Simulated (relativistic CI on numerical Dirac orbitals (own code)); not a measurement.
## Transition arrays of Zn9+

These numbers are calculated, not measured: Dirac-Coulomb-Breit CI, separate exchange-only KLI orbitals for each configuration, QED by a radiative potential, valence Slater integrals scaled by 0.9, whole transition arrays (own radial code, finite nucleus).

Configuration list (outside the closed core [Ne] 3s2): 3p6.3d3, 3p6.3d2.4f, 3p5.3d4, 3p6.3d2.4p, 3p6.3d2.5f. Levels of other configurations are missing.

All E1 lines from the levels of 3p6.3d3; mean and standard deviation are weighted by gf, and upper levels are sorted by their leading configuration.

```
Upper configuration  Lines    Σgf  Mean (eV)  Mean (nm)  σ (eV)  Strongest line (nm)
         3p6.3d2.4f    721  198.9     148.33      8.359    2.63                8.287
            3p5.3d4   1700  229.9      92.96     13.338    6.59               12.911
         3p6.3d2.4p    484   47.5     100.19     12.374    2.72               12.456
         3p6.3d2.5f    721   99.2     179.39      6.911    2.84                6.849
```

Σgf per state of the lower configuration in bins of 0.2 nm over the central range (centre: value): 6.7: 0.06, 6.9: 0.61, 7.1: 0.15, 7.3: 0.01, 8.1: 0.14, 8.3: 0.95, 8.5: 0.45, 8.7: 0.10, 8.9: 0.01, 11.7: 0.02, 11.9: 0.07, 12.1: 0.15, 12.3: 0.24, 12.5: 0.26, 12.7: 0.15, 12.9: 0.34, 13.1: 0.12, 13.3: 0.13, 13.5: 0.22, 13.7: 0.09, 13.9: 0.06, 14.1: 0.04, 14.3: 0.11, 14.5: 0.10, 14.7: 0.04, 14.9: 0.04.

How do configuration mixing and the scaling of the Slater integrals move the arrays?

Slater scale 0.9, no configuration mixing: 3p6.3d2.4f 148.1 ± 2.5 eV (Σgf 171.0), 3p5.3d4 94.2 ± 6.8 eV (Σgf 288.9), 3p6.3d2.4p 102.9 ± 2.4 eV (Σgf 22.8), 3p6.3d2.5f 179.3 ± 2.8 eV (Σgf 71.0); Slater scale 1: 3p6.3d2.4f 148.5 ± 2.9 eV (Σgf 203.8), 3p5.3d4 94.5 ± 7.3 eV (Σgf 234.1), 3p6.3d2.4p 101.8 ± 2.8 eV (Σgf 43.0), 3p6.3d2.5f 179.5 ± 3.2 eV (Σgf 101.9); Slater scale 0.8: 3p6.3d2.4f 148.1 ± 2.3 eV (Σgf 194.2), 3p5.3d4 92.2 ± 5.9 eV (Σgf 257.9), 3p6.3d2.4p 100.4 ± 3.1 eV (Σgf 19.5), 3p6.3d2.5f 179.3 ± 2.5 eV (Σgf 96.6). With mixing, levels are counted to their leading configuration, so an array can shrink or vanish into another, and the sums then hold other lines.
